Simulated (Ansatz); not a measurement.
## Nudged elastic band run: CH6ClFGeOSi

Input:

```yaml
crystal:
  periodic: [false, false, false]
  atoms:
    - { symbol: O, position_ang: [-0.688822, -1.279462, -1.359526] }
    - { symbol: Ge, position_ang: [0.905358, -1.062375, -0.600365] }
    - { symbol: F, position_ang: [1.162627, -2.452921, 0.434385] }
    - { symbol: C, position_ang: [0.697998, 0.521087, 0.507173] }
    - { symbol: Si, position_ang: [-1.067023, 1.18406, 0.589043] }
    - { symbol: Cl, position_ang: [-1.066191, 2.832138, 1.878794] }
    - { symbol: H, position_ang: [-0.801674, -2.092809, -1.868548] }
    - { symbol: H, position_ang: [2.050541, -1.109993, -1.628065] }
    - { symbol: H, position_ang: [1.031825, 0.251576, 1.523052] }
    - { symbol: H, position_ang: [1.371684, 1.313133, 0.140801] }
    - { symbol: H, position_ang: [-1.995905, 0.176472, 1.155425] }
    - { symbol: H, position_ang: [-1.523419, 1.663994, -0.73817] }
basis:
  gaussian: { orbitals: def2-SVP }
hamiltonian:
  xc: b3lyp
neb:
  order_check: false
  images: 5
  f_tol: 0.05
  max_iterations: 29
  initial_path: idpp
  spring: 20.0
  final_atoms:
    - { symbol: O, position_ang: [-0.64783301, -1.73116894, -1.1654179] }
    - { symbol: Ge, position_ang: [0.91069746, -1.14842049, -0.55895057] }
    - { symbol: F, position_ang: [1.42024642, -2.20925575, 0.73894767] }
    - { symbol: C, position_ang: [0.78920017, 0.63631483, 0.25481605] }
    - { symbol: Si, position_ang: [-0.93990234, 1.34845506, 0.40049764] }
    - { symbol: Cl, position_ang: [-2.18226834, -0.06318565, 1.33730059] }
    - { symbol: H, position_ang: [-1.35123577, -1.6808215, -0.49989318] }
    - { symbol: H, position_ang: [1.90457176, -1.31389222, -1.71279235] }
    - { symbol: H, position_ang: [1.24310087, 0.55689188, 1.2566817] }
    - { symbol: H, position_ang: [1.40917201, 1.33383986, -0.33592112] }
    - { symbol: H, position_ang: [-1.52256689, 1.64817655, -0.93220434] }
    - { symbol: H, position_ang: [-0.95618334, 2.56796638, 1.25093481] }
```

Command:

```bash
$ ansatz run input.yaml --threads 2 --pin off --max-ram 3072MiB --backend cpu --events-out ev --progress --plain --runs-dir out
```

Output, in part (warnings, iteration lines, the closing report on the highest movable image, with atoms numbered from 0):

```
NEB end point (image 0): max|allowed force component| = 1.090e-2 eV/Å (the criterion of neb.relax_end_points is 1.000e-2)
NEB end point (image 6): max|allowed force component| = 8.785e-3 eV/Å (the criterion of neb.relax_end_points is 1.000e-2)
NEB iter   1: max|band force component| = 1.855e0 eV/Å  barrier→ = 0.5514 eV  barrier← = 0.5685 eV  Δτ_max = 0.2000 Å  (190 SCF iters)
NEB iter   2: max|band force component| = 4.854e-1 eV/Å  barrier→ = 0.2364 eV  barrier← = 0.2535 eV  CI = image 3  Δτ_max = 0.1270 Å  (145 SCF iters)
NEB iter   3: max|band force component| = 2.948e-1 eV/Å  barrier→ = 0.1991 eV  barrier← = 0.2162 eV  CI = image 3  Δτ_max = 0.0547 Å  (141 SCF iters)
NEB iter   4: max|band force component| = 2.777e-1 eV/Å  barrier→ = 0.1862 eV  barrier← = 0.2032 eV  CI = image 3  Δτ_max = 0.1676 Å  (135 SCF iters)
NEB iter   5: max|band force component| = 1.822e-1 eV/Å  barrier→ = 0.1758 eV  barrier← = 0.1928 eV  CI = image 3  Δτ_max = 0.0765 Å  (136 SCF iters)
NEB iter   6: max|band force component| = 7.296e-2 eV/Å  barrier→ = 0.1725 eV  barrier← = 0.1895 eV  CI = image 3  Δτ_max = 0.0396 Å  (134 SCF iters)
NEB iter   7: max|band force component| = 5.314e-2 eV/Å  barrier→ = 0.1705 eV  barrier← = 0.1875 eV  CI = image 3  Δτ_max = 0.1085 Å  (133 SCF iters)
NEB iter   8: max|band force component| = 8.878e-2 eV/Å  barrier→ = 0.1654 eV  barrier← = 0.1825 eV  CI = image 3  Δτ_max = 0.0539 Å  (133 SCF iters)
NEB iter   9: max|band force component| = 9.811e-2 eV/Å  barrier→ = 0.1619 eV  barrier← = 0.1790 eV  CI = image 3  Δτ_max = 0.0539 Å  (131 SCF iters)
NEB iter  10: max|band force component| = 9.303e-2 eV/Å  barrier→ = 0.1583 eV  barrier← = 0.1754 eV  CI = image 3  Δτ_max = 0.0538 Å  (129 SCF iters)
NEB iter  11: max|band force component| = 8.669e-2 eV/Å  barrier→ = 0.1553 eV  barrier← = 0.1723 eV  CI = image 3  Δτ_max = 0.0538 Å  (130 SCF iters)
NEB iter  12: max|band force component| = 8.144e-2 eV/Å  barrier→ = 0.1525 eV  barrier← = 0.1696 eV  CI = image 3  Δτ_max = 0.1075 Å  (133 SCF iters)
NEB iter  13: max|band force component| = 8.191e-2 eV/Å  barrier→ = 0.1491 eV  barrier← = 0.1662 eV  CI = image 3  Δτ_max = 0.1069 Å  (134 SCF iters)
NEB iter  14: max|band force component| = 6.249e-2 eV/Å  barrier→ = 0.1429 eV  barrier← = 0.1600 eV  CI = image 3  Δτ_max = 0.1076 Å  (140 SCF iters)
NEB iter  15: max|band force component| = 6.226e-2 eV/Å  barrier→ = 0.1402 eV  barrier← = 0.1573 eV  CI = image 3  Δτ_max = 0.1074 Å  (135 SCF iters)
NEB iter  16: max|band force component| = 6.859e-2 eV/Å  barrier→ = 0.1403 eV  barrier← = 0.1573 eV  CI = image 3  Δτ_max = 0.0543 Å  (142 SCF iters)
NEB iter  17: max|band force component| = 7.920e-2 eV/Å  barrier→ = 0.1413 eV  barrier← = 0.1584 eV  CI = image 3  Δτ_max = 0.0269 Å  (135 SCF iters)
NEB iter  18: max|band force component| = 8.623e-2 eV/Å  barrier→ = 0.1417 eV  barrier← = 0.1588 eV  CI = image 3  Δτ_max = 0.0269 Å  (127 SCF iters)
NEB iter  19: max|band force component| = 8.746e-2 eV/Å  barrier→ = 0.1415 eV  barrier← = 0.1585 eV  CI = image 3  Δτ_max = 0.0268 Å  (133 SCF iters)
NEB iter  20: max|band force component| = 8.076e-2 eV/Å  barrier→ = 0.1399 eV  barrier← = 0.1569 eV  CI = image 3  Δτ_max = 0.0541 Å  (133 SCF iters)
NEB iter  21: max|band force component| = 7.232e-2 eV/Å  barrier→ = 0.1388 eV  barrier← = 0.1558 eV  CI = image 3  Δτ_max = 0.0545 Å  (129 SCF iters)
NEB iter  22: max|band force component| = 6.570e-2 eV/Å  barrier→ = 0.1360 eV  barrier← = 0.1531 eV  CI = image 3  Δτ_max = 0.0544 Å  (138 SCF iters)
NEB iter  23: max|band force component| = 8.423e-2 eV/Å  barrier→ = 0.1331 eV  barrier← = 0.1501 eV  CI = image 3  Δτ_max = 0.0269 Å  (133 SCF iters)
NEB iter  24: max|band force component| = 7.104e-2 eV/Å  barrier→ = 0.1316 eV  barrier← = 0.1487 eV  CI = image 3  Δτ_max = 0.0269 Å  (122 SCF iters)
NEB iter  25: max|band force component| = 5.476e-2 eV/Å  barrier→ = 0.1303 eV  barrier← = 0.1474 eV  CI = image 3  Δτ_max = 0.0268 Å  (122 SCF iters)
NEB iter  26: max|band force component| = 2.978e-2 eV/Å  barrier→ = 0.1291 eV  barrier← = 0.1461 eV  CI = image 3  Δτ_max = 0.0000 Å  (270 SCF iters)
Total energy: -82804.51180591 eV, -3043.0096819534 hartree
Atom 0 at    -0.239334    -1.957325    -1.287268 Å, force     0.007812     0.023228     0.013700 eV/Å
Atom 1 at     1.037540    -1.155879    -0.351153 Å, force    -0.016257     0.029868    -0.006306 eV/Å
Atom 2 at     1.076049    -1.906581     1.230166 Å, force    -0.017383    -0.002187    -0.000245 eV/Å
Atom 3 at     0.667276     0.741154    -0.032537 Å, force    -0.001209    -0.029181    -0.004455 eV/Å
Atom 4 at    -1.115996     1.179840     0.405247 Å, force     0.002256    -0.011493    -0.002643 eV/Å
Atom 5 at    -1.250567     1.766941     2.396869 Å, force     0.005892    -0.000699     0.003221 eV/Å
Atom 6 at    -1.110032    -1.919393    -0.867573 Å, force     0.010641    -0.016008    -0.004564 eV/Å
Atom 7 at     2.347813    -1.484430    -1.073897 Å, force     0.005156    -0.003696     0.004654 eV/Å
Atom 8 at     1.334443     1.077230     0.778167 Å, force     0.002596     0.005235    -0.005007 eV/Å
Atom 9 at     0.956587     1.291432    -0.944006 Å, force    -0.003222    -0.003106    -0.003680 eV/Å
Atom 10 at    -2.025414     0.012677     0.224555 Å, force     0.005558     0.005470     0.003357 eV/Å
Atom 11 at    -1.601366     2.299233    -0.444573 Å, force    -0.001840     0.002570     0.001968 eV/Å
Dipole moment:     0.044153     0.355812    -0.365678 e Å
```

It converged. The order of the stationary point at the top wasn't checked.

Final band (atoms are numbered from 1 in the order of the input):

| image | path coordinate (Å) | energy (eV) | dihedral Ge2–C4–Si5–H11 (°) |
| --- | --- | --- | --- |
| 0 | 0.00 | 0.000 | 60 |
| 1 | 1.07 | 0.028 | 38 |
| 2 | 2.15 | 0.109 | 17 |
| 3 | 3.23 | 0.129 | -9 |
| 4 | 4.53 | 0.106 | -42 |
| 5 | 5.83 | 0.055 | -59 |
| 6 | 7.13 | -0.017 | -67 |

Time of the run: 13 min on 2 threads of Arm Neoverse V1 (shared host), peak memory 0.41 GiB.
